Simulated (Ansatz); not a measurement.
```yaml
crystal:
  periodic: [false, false, false]
  atoms:
    - {symbol: N, position_ang: [0.889016, -1.240689, 0.174868]}
    - {symbol: C, position_ang: [-0.085078, -0.459491, 0.145105]}
    - {symbol: Xx, position_ang: [-1.328382, -0.833554, 0.511334]}
    - {symbol: B, position_ang: [0.051034, 1.045163, -0.326206]}
    - {symbol: F, position_ang: [1.223692, 1.482543, -0.698738]}
    - {symbol: Cl, position_ang: [-1.318710, 2.110586, -0.355111]}
    - {symbol: H, position_ang: [0.629527, -2.172459, 0.503047]}
basis:
  gaussian: {orbitals: def2-TZVP}
hamiltonian: {xc: {name: wPBEh}}
scf: {lower_state_search: off}
output: {forces: true}
```

```sh
$ ansatz run in.yaml --threads 4 --pin off --events-out ev --progress --plain --max-ram 10444MiB
```

It prints (some lines left out):

```
Error: YAML parse error: error: line 6 column 16: `Xx` is not an element symbol (H … Og, case-exact)
 --> <input>:6:16
4 |     - {symbol: N, position_ang: [0.889016, -1.240689, 0.174868]}
5 |     - {symbol: C, position_ang: [-0.085078, -0.459491, 0.145105]}
6 |     - {symbol: Xx, position_ang: [-1.328382, -0.833554, 0.511334]}
7 |     - {symbol: B, position_ang: [0.051034, 1.045163, -0.326206]}
8 |     - {symbol: F, position_ang: [1.223692, 1.482543, -0.698738]}
```

In this input an element symbol is wrong. The program refused the input.
